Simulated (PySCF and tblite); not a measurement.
Results of a calculation; reference values are marked as such.
4 diastereomers of C₂H₁₆N₂O₂Si₄, numbered alike:

| isomer | SMILES | descriptors (one enantiomer) |
| --- | --- | --- |
| A | [CH3:1][Si@H:2]([OH:3])[NH:4][Si@@H:5]([CH3:6])[NH:7][Si@H:8]([OH:9])[SiH3:10] | 2S, 5R, 8R |
| B | [CH3:1][Si@@H:2]([OH:3])[NH:4][Si@@H:5]([CH3:6])[NH:7][Si@H:8]([OH:9])[SiH3:10] | 2R, 5R, 8R |
| C | [CH3:1][Si@H:2]([OH:3])[NH:4][Si@H:5]([CH3:6])[NH:7][Si@H:8]([OH:9])[SiH3:10] | 2S, 5S, 8R |
| D | [CH3:1][Si@@H:2]([OH:3])[NH:4][Si@H:5]([CH3:6])[NH:7][Si@H:8]([OH:9])[SiH3:10] | 2R, 5S, 8R |

Each isomer is a Boltzmann average at 298.15 K over at most 6 conformers: GFN2-xTB geometries, energies PBE0/6-31G* (D3(BJ) added where defined), GFN2-xTB thermal terms. Programs: PySCF with density fitting and tblite.

Rank the isomers by free energy at 298.15 K.


| isomer | ΔG (kcal/mol) | ΔE, lowest conformer | conformers | largest weight % | rms dipole (D) |
| --- | --- | --- | --- | --- | --- |
| D | 0.0 | 0.0 | 1 | 100 | 3.44 |
| B | 3.5 | 4.2 | 6 | 97 | 2.20 |
| C | 3.9 | 4.9 | 2 | 100 | 2.54 |
| A | 6.1 | 6.4 | 6 | 98 | 2.12 |

ΔG is for one enantiomer.

The conformer set may be incomplete (the search or the number kept was capped). At least one structure keeps an imaginary mode at the tight-binding level. The search found a single conformer for at least one isomer; other rotamers may be missing.
